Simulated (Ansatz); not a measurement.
C3H9OSi (SMILES [CH2][Si](C)(C)O), doublet, geometry from GFN2-xTB; MP2/STO-3G in Ansatz (a program for electronic structure).

Ansatz was given this input:
Ansatz 0.2 input:
```yaml
crystal:
  periodic: [false, false, false]
  atoms:
    - {symbol: C, position_ang: [0.58008620, 1.53301453, -0.96095516]}
    - {symbol: Si, position_ang: [0.00713756, 0.06888407, 0.01286974]}
    - {symbol: C, position_ang: [-1.47254256, -0.75170448, -0.88078712]}
    - {symbol: C, position_ang: [1.38099740, -1.22921438, 0.26088818]}
    - {symbol: O, position_ang: [-0.39364180, 0.48500791, 1.54593934]}
    - {symbol: H, position_ang: [0.68586640, 2.51481670, -0.53330152]}
    - {symbol: H, position_ang: [0.87512597, 1.46449470, -1.99228082]}
    - {symbol: H, position_ang: [-2.29978321, -0.05858815, -1.00389879]}
    - {symbol: H, position_ang: [-1.83859389, -1.60773263, -0.32173943]}
    - {symbol: H, position_ang: [-1.18887090, -1.09926350, -1.86798752]}
    - {symbol: H, position_ang: [1.00524767, -2.09157314, 0.80171729]}
    - {symbol: H, position_ang: [2.20629421, -0.81369965, 0.82862531]}
    - {symbol: H, position_ang: [1.76769001, -1.57162811, -0.69292830]}
    - {symbol: H, position_ang: [-1.09501410, 1.10615926, 1.71922750]}
basis:
  gaussian:
    orbitals: STO-3G
magnetization: {spin_polarized: true, initial_magnetization: 1}
correlation: {method: mp2}
```

Q: Write the output that Ansatz gives for this input, abridged.

A: 
```
Functional definition: HF
497 factors; integrals over basis functions are off by at most 3.7e-5 eV
mean field evaluation 1: about -12975.2656 eV, gradient 1.6e1 eV
mean field evaluation 2: about -12975.4100 eV, gradient 1.6e1 eV
mean field evaluation 4: about -12977.4288 eV, gradient 1.3e0 eV
mean field evaluation 8: about -12977.4545 eV, gradient 3.2e-2 eV
mean field -12977.45447564 eV, -476.9126555451 hartree, gradient 1.2e-6 eV, S^2 0.766089; 0 other end points of the search recorded, 0 dependent functions left out
9 core orbitals not correlated
reference -12977.45447564 eV, -476.9126555451 hartree; 16, 15 occupied and 13, 14 virtual orbitals, 497 factors
second order -5.57794499 eV of doubles, -0.00000000 eV of singles
Total energy: -12983.03242062 eV, -477.1176412425 hartree
```
